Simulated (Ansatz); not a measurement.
Reaction (hydrogenolysis of a Ge–F bond): `[CH3][Ge][F]` + H₂ → `[CH3][GeH]` + H–F

Program: Ansatz. Geometries: PBE0-D4/def2-TZVP. ΔE: electronic, gas phase. CCSD(T)/CBS is the MP2 limit (def2-TZVPP, def2-QZVPP) plus CCSD(T) − MP2 in def2-TZVPP, frozen cores. This one scheme is used for every species. DFT in def2-TZVPP. HSE06 is defined as in plane-wave codes. For Ge outer-core shells are correlated without core-valence functions, which leaves a few kJ/mol of doubt a bond. Scalar relativity is left out up to krypton.

(1) Is it downhill or uphill in electronic energy at CCSD(T)/CBS, and by how much? (An estimate is asked.)

(2) What do these levels give: BLYP-D4, r2SCANh, HSE06, CAM-B3LYP, CCSD(T)/def2-SVP, CCSD/def2-TZVPP? (An estimate is asked.)

Largest T1 diagnostic among the species: 0.013.

Answers

(1) Ansatz gave: Uphill: ΔE = +101.6 kJ/mol.

(2) Computed: BLYP-D4 120.4, r2SCANh 110.6, HSE06 98.7, CAM-B3LYP 111.1, CCSD(T)/def2-SVP 98.2, CCSD/def2-TZVPP 94.2 kJ/mol.

Leaving LDA and LC-ωPBE aside and taking each functional with its dispersion term where it has one, the values, not all of them listed here, spread over 22.4 kJ/mol, from PBE-QIDH to BLYP-D4. LDA lies −3.7 kJ/mol from PBE without D4. From r2SCAN to r2SCAN0 (25 % exact exchange), in def2-TZVPP and without D4, ΔE moves by −10.9 kJ/mol.
